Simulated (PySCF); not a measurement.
C₅H₆F₃N.
Z-matrix (Å and degrees, PBE0-D3(BJ)/def2-SVP geometry), rows numbered from 1:
```
N 
C   1  1.2572
C   2  1.5200  1  137.86
C   3  1.5482  2   88.69  1  -179.39
C   2  1.5243  1  129.75  3  -179.00
C   5  1.5061  2  116.04  1   -62.36
F   6  1.3292  5  111.92  2    72.45
F   6  1.3399  5  110.79  2  -167.23
F   6  1.3401  5  111.35  2   -48.21
H   1  1.0258  2  110.44  3    -0.63
H   3  1.1014  2  114.26  1   -61.31
H   3  1.1015  2  113.61  1    63.71
H   4  1.0973  3  115.03  2   116.89
H   4  1.0980  3  114.28  2  -116.46
H   5  1.1007  2  113.03  1    62.56
```

Level: PBE0/def2-SVPD in PySCF, non-relativistic, on one gas-phase PBE0-D3(BJ)/def2-SVP geometry that isn't relaxed in the solvent. The solvent is an IEF-PCM continuum (cavity from Bondi-type radii × 1.2), and excitations are vertical TDDFT with non-equilibrium linear response and a frozen core. Specific hydrogen bonds and non-electrostatic terms are outside this model.

Gas-phase singlets (H = HOMO, L = LUMO):

```tsv
state	E (eV)	λ (nm)	f	leading configurations
S1	5.125	242	0.002	H→L 98%
S2	7.280	170	0.043	H→L+1 82%, H→L+2 16%
S3	7.558	164	0.089	H-1→L 71%, H-2→L 15%
S4	7.636	162	0.025	H-2→L 75%, H-1→L 16%
S5	7.651	162	0.007	H→L+2 76%, H→L+1 16%
```

Problem. How does the list change in acetone (ε = 20.49)?

Solution. 
```tsv
state	E (eV)	λ (nm)	f	leading configurations	change by rank (eV)
S1	5.257	236	0.003	H→L 99%	+0.132
S2	7.398	168	0.105	H-1→L 61%, H-2→L 30%	+0.118
S3	7.518	165	0.062	H-2→L 61%, H-1→L 23%	-0.040
S4	7.613	163	0.058	H→L+1 69%, H→L+2 17%	-0.023
S5	7.929	156	0.000	H-3→L 93%	+0.278
```

Problem. What are the lowest 5 singlets in water (ε = 78.36)?

Solution. 
```csv
state,E (eV),λ (nm),f,leading configurations,change by rank (eV)
S1,5.269,235,0.003,H→L 99%,+0.144
S2,7.392,168,0.097,"H-1→L 58%, H-2→L 33%",+0.112
S3,7.513,165,0.068,"H-2→L 59%, H-1→L 27%",-0.045
S4,7.633,162,0.056,"H→L+1 71%, H→L+2 17%",-0.003
S5,7.920,157,0.000,H-3→L 94%,+0.269
```

Problem. The ground-state energy changes by -0.315 eV from gas to water. By how much does the total energy of gas-phase S1 change?

Solution. E(S1) = E(S0) + excitation energy, so it changes by -0.315 + 0.144 = -0.171 eV: it is lowered less than the ground state, which is what a blue shift means. This is the vertical state, with the slow part of the continuum still set for S0.

Problem. How do the frontier levels move from gas to water?

Solution. 
| orbital | gas (eV) | solvent (eV) | change (eV) | Löwdin shares, gas | Löwdin shares, solvent |
| --- | --- | --- | --- | --- | --- |
| LUMO+2 | 0.95 | 1.33 | +0.38 | H10 17 %, C4 11 %, H13 10 %, H11 9 % | H10 13 %, F8 10 %, C4 10 %, N1 9 % |
| LUMO+1 | 0.56 | 0.89 | +0.33 | C3 19 %, C4 13 %, H11 10 %, H12 9 % | F9 12 %, C6 11 %, C3 10 %, C4 10 % |
| LUMO | -0.81 | -0.64 | +0.17 | C2 31 %, N1 30 %, C3 8 %, C5 7 % | C2 33 %, N1 30 %, C3 8 %, C5 7 % |
| HOMO | -7.86 | -7.85 | +0.01 | N1 54 %, C2 14 %, C3 11 %, H10 8 % | N1 50 %, C2 15 %, C3 12 %, C5 8 % |
| HOMO-1 | -9.08 | -8.91 | +0.17 | N1 40 %, C2 22 %, C3 8 %, C5 5 % | N1 37 %, C2 19 %, C3 10 %, C4 5 % |
| HOMO-2 | -10.04 | -9.72 | +0.32 | C3 23 %, C4 22 %, C5 15 %, C2 7 % | C3 26 %, C4 25 %, C5 13 %, N1 7 % |
| HOMO-3 | -10.48 | -10.19 | +0.29 | C4 29 %, C5 26 %, C2 11 %, N1 7 % | C4 31 %, C5 27 %, C2 10 %, N1 7 % |

The HOMO–LUMO gap goes from 7.04 to 7.21 eV. Rows go by rank; for LUMO+1 and LUMO+2 the atom shares or the degeneracy differ between the runs, so the row needn't follow one orbital.
